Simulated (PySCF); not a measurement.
Checking a proposed structure

A compound C6H10F3OP gives the data below (simulated from a calculation) and was assigned the structure `O=[P@@H]1CCCC[C@@H]1C(F)(F)F`.

$^{13}$C{$^{1}$H} NMR (computed): δ 132.5 (C), 31.7 (CH), 20.3 (CH2), 19.5 (CH2), 17.4 (CH2), 12.5 (CH3).

$^{1}$H NMR (600 MHz, computed): δ 2.98 (m, 1H), 2.61 (m, 1H), 2.56 (m, 1H), 2.32 (m, 1H), 2.12 (m, 1H), 2.11 (m, 1H), 2.00 (m, 1H), 1.41 (m, 3H).

[PySCF: shielding tensors at PBE0/pcSseg-1 (GIAO); geometry from GFN2-xTB; one conformer; relativity neglected; rapidly exchanging positions averaged; no solvent model]

Shifts are taken against calculated references (same method and geometry level): TMS for $^{1}$H (31.72 ppm), $^{13}$C (186.93 ppm).

(1) Compare with the shifts computed for the proposed structure, pairing carbons in order of shift.

(2) Which isomer fits?

Answers

(1) Atom-mapped SMILES (the numbers label the heavy atoms): `[O:1]=[P@@H:2]1[CH2:3][CH2:4][CH2:5][CH2:6][C@@H:7]1[C:8]([F:9])([F:10])[F:11]`. Hydrogens are named by the atom that carries them.

| atom | computed for proposal | given list | difference |
| --- | --- | --- | --- |
| C8 | 134.6 | 132.5 | +2.1 |
| C7 | 48.6 | 31.7 | +16.9 |
| C3 | 32.6 | 20.3 | +12.3 |
| C5 | 30.1 | 19.5 | +10.6 |
| C6 | 23.8 | 17.4 | +6.4 |
| C4 | 22.5 | 12.5 | +10.0 |

The rms difference is 10.8 ppm and the largest +16.9 ppm at C7 (sp3 CH bonded to P). The carbon types in order of shift don't match either: C, CH, CH2, CH2, CH2, CH2 for the proposal against C, CH, CH2, CH2, CH2, CH3 in the data. The proposal doesn't fit.

(2) SMILES C1CC([P@](C)(=O)C(F)(F)F)C1.

δC 132.5: CF3 carbon; 3 electronegative neighbours deshield it. δC 20.3, 19.5, 17.4: sp3 CH2 in a ring; aliphatic region, no heteroatom directly attached. δC 12.5: methyl carbon bonded to P. δH 2.61: hydrogen on an sp3 CH bonded to P.

The shifts were computed for this structure.

Splittings by $^{19}$F and $^{31}$P in the carbon and heteronuclear signals aren't shown, as no couplings were computed. Shifts are as computed. Against solution values, carbons near 30 ppm lie about +3 ppm off and those near 130 ppm about +5 ppm. Of 1211 compounds with measured shifts, 218 miss one by over three times the rms of a fit or turn the order of signals round; such compounds aren't used in these exercises. Multiplicities follow the n + 1 count of equivalent neighbours, as no J values were calculated; m marks all less simple cases, F and P coupling included.
